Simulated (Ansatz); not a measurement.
A short molecular-dynamics run on BH$_{3}$O$_{2}$Si, SMILES `O[SiH]1BO1`.

```yaml
crystal:
  periodic: [false, false, false]
  atoms:
    - {symbol: O, position_ang: [-1.085199, 0.702115, -1.140083]}
    - {symbol: Si, position_ang: [-0.027352, 0.467843, 0.083407]}
    - {symbol: B, position_ang: [1.232462, -0.933245, 0.100657]}
    - {symbol: O, position_ang: [0.040658, -1.153520, 0.696645]}
    - {symbol: H, position_ang: [-1.932614, 1.100717, -0.933828]}
    - {symbol: H, position_ang: [-0.336337, 1.400338, 1.191966]}
    - {symbol: H, position_ang: [2.169482, -1.652247, -0.044463]}
basis:
  gaussian: {orbitals: def2-SVP}
hamiltonian: {xc: {name: PBE}}
md: {timestep: 1 fs, n_steps: 20, ensemble: nvt_nose_hoover, temperature: 300, initial_velocities: maxwell_boltzmann, seed: 507}
```

```sh
$ ansatz run in.yaml --threads 2 --pin off --events-out ev --progress --plain --max-ram 4352MiB
```

```tsv
step	time (fs)	potential energy (eV)	kinetic (eV)	T (K)	conserved (eV)
0	0.0	-12682.3362	0.1939	300	-12682.1423
1	1.0	-12682.3007	0.1614	250	-12682.1393
2	2.0	-12682.2338	0.0996	154	-12682.1342
3	3.0	-12682.2101	0.0770	119	-12682.1331
4	4.0	-12682.2466	0.1098	170	-12682.1368
5	5.0	-12682.2875	0.1457	226	-12682.1418
6	6.0	-12682.2660	0.1270	196	-12682.1392
7	7.0	-12682.2269	0.0950	147	-12682.1321
8	8.0	-12682.2599	0.1225	190	-12682.1376
9	9.0	-12682.2961	0.1548	239	-12682.1417
10	10.0	-12682.2722	0.1350	209	-12682.1376
11	11.0	-12682.2395	0.1062	164	-12682.1338
12	12.0	-12682.2552	0.1217	188	-12682.1341
13	13.0	-12682.3139	0.1762	273	-12682.1385
14	14.0	-12682.3506	0.2092	324	-12682.1424
15	15.0	-12682.3174	0.1809	280	-12682.1376
16	16.0	-12682.2856	0.1543	239	-12682.1326
17	17.0	-12682.3191	0.1815	281	-12682.1390
18	18.0	-12682.3367	0.1975	306	-12682.1407
19	19.0	-12682.3050	0.1702	263	-12682.1365
20	20.0	-12682.2795	0.1474	228	-12682.1340
```

Velocities are drawn at the set temperature; a run this short doesn't reach equilibrium.

Frames (Å, forces in eV/Å):

```xyz
7
time=0.0 fs
O    -1.085    0.702   -1.140   -0.137   -0.152   -1.044
Si   -0.027    0.468    0.083    0.633    0.997    0.152
B     1.232   -0.933    0.101    0.125    0.220   -0.136
O     0.041   -1.154    0.697   -0.325   -1.216    0.627
H    -1.933    1.101   -0.934   -0.622    0.287    0.156
H    -0.336    1.400    1.192   -0.067    0.192    0.294
H     2.169   -1.652   -0.044    0.394   -0.328   -0.049
7
time=1.0 fs
O    -1.080    0.704   -1.138   -1.885    0.593   -0.908
Si   -0.030    0.466    0.082    0.850    0.814    0.045
B     1.233   -0.935    0.100    0.199    0.232   -0.175
O     0.043   -1.149    0.697   -0.416   -1.347    0.704
H    -1.970    1.099   -0.925    0.990   -0.440   -0.200
H    -0.341    1.376    1.182   -0.129    0.450    0.591
H     2.164   -1.664   -0.038    0.391   -0.303   -0.058
7
time=2.0 fs
O    -1.077    0.707   -1.137   -2.913    0.970   -0.887
Si   -0.032    0.464    0.080    1.019    0.689   -0.005
B     1.233   -0.936    0.100    0.336    0.156   -0.207
O     0.046   -1.146    0.699   -0.475   -1.445    0.752
H    -1.999    1.094   -0.918    1.909   -0.799   -0.396
H    -0.347    1.355    1.177   -0.171    0.631    0.797
H     2.163   -1.678   -0.032    0.296   -0.201   -0.054
7
time=3.0 fs
O    -1.075    0.710   -1.136   -3.160    1.005   -0.953
Si   -0.034    0.463    0.079    1.121    0.663    0.044
B     1.234   -0.937    0.100    0.495    0.021   -0.223
O     0.048   -1.143    0.700   -0.500   -1.508    0.765
H    -2.009    1.081   -0.915    2.079   -0.820   -0.434
H    -0.354    1.341    1.180   -0.177    0.686    0.845
H     2.164   -1.694   -0.026    0.142   -0.047   -0.045
7
time=4.0 fs
O    -1.075    0.714   -1.136   -2.626    0.747   -1.092
Si   -0.036    0.462    0.077    1.150    0.746    0.206
B     1.235   -0.939    0.099    0.625   -0.132   -0.215
O     0.049   -1.141    0.702   -0.491   -1.534    0.742
H    -1.999    1.060   -0.916    1.505   -0.552   -0.320
H    -0.364    1.333    1.191   -0.141    0.605    0.714
H     2.167   -1.711   -0.021   -0.022    0.120   -0.035
7
time=5.0 fs
O    -1.077    0.718   -1.136   -1.256    0.222   -1.335
Si   -0.037    0.461    0.075    1.113    0.902    0.449
B     1.237   -0.940    0.098    0.681   -0.266   -0.178
O     0.051   -1.140    0.705   -0.445   -1.523    0.684
H    -1.974    1.034   -0.921    0.132   -0.026   -0.031
H    -0.374    1.331    1.209   -0.068    0.423    0.443
H     2.169   -1.726   -0.016   -0.156    0.267   -0.031
7
time=6.0 fs
O    -1.079    0.723   -1.137    0.637   -0.408   -1.658
Si   -0.038    0.461    0.074    1.031    1.076    0.724
B     1.239   -0.941    0.097    0.636   -0.356   -0.112
O     0.052   -1.140    0.708   -0.362   -1.473    0.594
H    -1.949    1.007   -0.925   -1.732    0.598    0.382
H    -0.386    1.333    1.232    0.023    0.197    0.107
H     2.170   -1.739   -0.012   -0.232    0.368   -0.036
7
time=7.0 fs
O    -1.081    0.727   -1.140    1.779   -0.719   -1.818
Si   -0.038    0.460    0.073    0.925    1.216    0.988
B     1.242   -0.943    0.096    0.482   -0.387   -0.022
O     0.053   -1.141    0.711   -0.246   -1.391    0.483
H    -1.940    0.986   -0.926   -2.818    0.893    0.637
H    -0.397    1.337    1.255    0.116   -0.020   -0.218
H     2.169   -1.749   -0.007   -0.237    0.407   -0.050
7
time=8.0 fs
O    -1.082    0.731   -1.143    1.029   -0.447   -1.554
Si   -0.038    0.461    0.072    0.812    1.293    1.210
B     1.245   -0.946    0.094    0.230   -0.354    0.085
O     0.054   -1.143    0.715   -0.105   -1.283    0.357
H    -1.958    0.974   -0.921   -1.992    0.601    0.453
H    -0.406    1.340    1.276    0.197   -0.192   -0.481
H     2.165   -1.754   -0.004   -0.171    0.381   -0.071
7
time=9.0 fs
O    -1.082    0.734   -1.147   -0.737    0.049   -1.040
Si   -0.038    0.461    0.072    0.696    1.294    1.354
B     1.249   -0.948    0.093   -0.096   -0.260    0.200
O     0.054   -1.145    0.718    0.048   -1.155    0.225
H    -1.995    0.968   -0.911   -0.125    0.080    0.016
H    -0.415    1.342    1.293    0.257   -0.304   -0.658
H     2.160   -1.756   -0.001   -0.043    0.296   -0.097
7
time=10.0 fs
O    -1.083    0.738   -1.152   -2.130    0.380   -0.573
Si   -0.037    0.462    0.072    0.583    1.224    1.387
B     1.253   -0.951    0.092   -0.460   -0.124    0.316
O     0.055   -1.149    0.722    0.200   -1.014    0.090
H    -2.033    0.962   -0.901    1.394   -0.283   -0.349
H    -0.420    1.341    1.303    0.292   -0.354   -0.745
H     2.154   -1.755    0.002    0.122    0.171   -0.126
7
time=11.0 fs
O    -1.085    0.742   -1.157   -2.714    0.476   -0.242
Si   -0.037    0.464    0.073    0.479    1.091    1.290
B     1.256   -0.954    0.092   -0.811    0.026    0.422
O     0.056   -1.153    0.726    0.336   -0.871   -0.040
H    -2.058    0.953   -0.895    2.125   -0.417   -0.534
H    -0.423    1.336    1.306    0.297   -0.343   -0.744
H     2.150   -1.753    0.002    0.289    0.038   -0.151
7
time=12.0 fs
O    -1.089    0.746   -1.162   -2.523    0.385   -0.043
Si   -0.036    0.466    0.074    0.392    0.902    1.061
B     1.258   -0.957    0.091   -1.091    0.153    0.508
O     0.057   -1.157    0.730    0.446   -0.731   -0.160
H    -2.062    0.941   -0.894    2.095   -0.372   -0.541
H    -0.423    1.329    1.302    0.270   -0.270   -0.655
H     2.148   -1.750    0.002    0.412   -0.066   -0.169
7
time=13.0 fs
O    -1.094    0.750   -1.168   -1.564    0.147   -0.003
Si   -0.035    0.468    0.075    0.327    0.666    0.709
B     1.259   -0.959    0.091   -1.253    0.218    0.566
O     0.059   -1.162    0.734    0.522   -0.601   -0.264
H    -2.047    0.925   -0.898    1.303   -0.184   -0.353
H    -0.420    1.318    1.292    0.210   -0.140   -0.480
H     2.151   -1.748    0.000    0.454   -0.105   -0.176
7
time=14.0 fs
O    -1.100    0.754   -1.173    0.165   -0.200   -0.166
Si   -0.034    0.471    0.077    0.285    0.394    0.258
B     1.260   -0.962    0.092   -1.273    0.204    0.592
O     0.060   -1.167    0.738    0.563   -0.482   -0.345
H    -2.019    0.907   -0.905   -0.260    0.110    0.056
H    -0.416    1.307    1.277    0.122    0.041   -0.225
H     2.157   -1.746   -0.004    0.398   -0.066   -0.169
7
time=15.0 fs
O    -1.106    0.758   -1.179    2.148   -0.531   -0.447
Si   -0.033    0.473    0.078    0.259    0.105   -0.243
B     1.259   -0.964    0.093   -1.161    0.120    0.584
O     0.062   -1.172    0.741    0.570   -0.376   -0.401
H    -1.993    0.891   -0.912   -2.086    0.390    0.569
H    -0.410    1.295    1.260    0.014    0.255    0.087
H     2.168   -1.746   -0.010    0.257    0.038   -0.149
7
time=16.0 fs
O    -1.111    0.762   -1.185    2.981   -0.640   -0.468
Si   -0.032    0.476    0.080    0.235   -0.167   -0.721
B     1.257   -0.966    0.095   -0.955    0.001    0.543
O     0.065   -1.178    0.745    0.541   -0.283   -0.426
H    -1.988    0.878   -0.913   -2.777    0.451    0.783
H    -0.404    1.286    1.244   -0.094    0.466    0.409
H     2.181   -1.745   -0.016    0.069    0.173   -0.119
7
time=17.0 fs
O    -1.114    0.766   -1.191    1.938   -0.499    0.012
Si   -0.030    0.478    0.081    0.194   -0.375   -1.097
B     1.254   -0.969    0.097   -0.700   -0.114    0.474
O     0.067   -1.184    0.748    0.477   -0.205   -0.422
H    -2.009    0.869   -0.907   -1.607    0.270    0.448
H    -0.399    1.282    1.232   -0.180    0.624    0.668
H     2.194   -1.742   -0.024   -0.123    0.299   -0.084
7
time=18.0 fs
O    -1.116    0.769   -1.197    0.202   -0.319    0.680
Si   -0.029    0.481    0.082    0.115   -0.471   -1.306
B     1.251   -0.971    0.100   -0.441   -0.190    0.384
O     0.070   -1.190    0.750    0.380   -0.140   -0.390
H    -2.045    0.863   -0.896    0.242    0.054   -0.107
H    -0.395    1.284    1.226   -0.219    0.679    0.788
H     2.207   -1.736   -0.033   -0.278    0.387   -0.048
7
time=19.0 fs
O    -1.118    0.772   -1.202   -1.046   -0.229    1.196
Si   -0.027    0.483    0.083   -0.003   -0.433   -1.330
B     1.247   -0.973    0.103   -0.210   -0.209    0.280
O     0.074   -1.196    0.753    0.249   -0.086   -0.337
H    -2.080    0.857   -0.887    1.587   -0.068   -0.522
H    -0.394    1.292    1.228   -0.205    0.606    0.731
H     2.216   -1.727   -0.043   -0.371    0.419   -0.018
7
time=20.0 fs
O    -1.120    0.775   -1.207   -1.535   -0.232    1.484
Si   -0.026    0.485    0.083   -0.148   -0.279   -1.202
B     1.243   -0.976    0.106   -0.028   -0.158    0.171
O     0.077   -1.202    0.755    0.089   -0.045   -0.268
H    -2.099    0.851   -0.882    2.157   -0.097   -0.705
H    -0.395    1.306    1.236   -0.146    0.422    0.517
H     2.223   -1.714   -0.052   -0.389    0.390    0.003
```

Hardware: 2 threads of an Arm Neoverse V1 on a shared host. Wall time 20 s, peak host memory 0.12 GiB.
